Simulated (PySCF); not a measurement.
C3H7BN2, SMILES NB(N)C=C=C.

Geometry: PBE-D3(BJ)/def2-SVP. The structure was generated by enumeration, and PubChem lists no compound with its InChIKey, so it may never have been made. Other conformers were not sampled.

All values below come from PBE-D3(BJ)/def2-SVP run with PySCF.

Harmonic, unscaled wavenumbers; measured fundamentals usually lie a few per cent lower.

```csv
mode,ν (cm⁻¹),IR (km/mol),moving atoms (share of kinetic energy)
1,52,4.2,"C 42 %, H 32 %, N 25 %"
2,115,0.2,"C 47 %, N 30 %, H 22 %"
3,257,2.7,"H 77 %, N 23 %"
4,303,150.3,"H 73 %, N 14 %, C 12 %"
5,319,0.3,"N 39 %, C 25 %, H 25 %, B 10 %"
6,327,174.1,"H 83 %, C 13 %"
7,358,3.3,"H 33 %, N 31 %, C 30 %"
8,386,0.0,"H 47 %, C 38 %, B 13 %"
9,423,11.6,H 88 %
10,529,5.6,"C 57 %, H 18 %, N 15 %, B 10 %"
11,570,0.1,H 89 %
12,636,6.4,"B 54 %, C 21 %, H 20 %"
13,760,0.1,"C 43 %, H 33 %, N 22 %"
14,784,55.5,"H 75 %, C 25 %"
15,832,0.4,"H 66 %, N 25 %, C 8 %"
16,854,15.7,"H 89 %, C 11 %"
17,895,6.5,"H 53 %, N 45 %"
18,951,0.1,"H 61 %, C 39 %"
19,1050,1.3,"H 67 %, C 33 %"
20,1184,42.8,"H 43 %, C 28 %, B 20 %, N 8 %"
21,1305,131.5,"B 41 %, H 38 %, C 15 %"
22,1380,36.8,"H 50 %, B 33 %, C 13 %"
23,1408,36.3,"H 46 %, C 32 %, B 21 %"
24,1538,73.2,"H 81 %, N 16 %"
25,1555,259.4,"H 54 %, N 25 %, B 21 %"
26,1998,147.1,C 98 %
27,3040,8.4,"H 92 %, C 8 %"
28,3051,1.3,H 95 %
29,3134,0.6,"H 89 %, C 11 %"
30,3533,26.6,H 96 %
31,3541,22.6,H 96 %
32,3638,26.3,"H 91 %, N 9 %"
33,3643,14.7,"H 91 %, N 9 %"
```
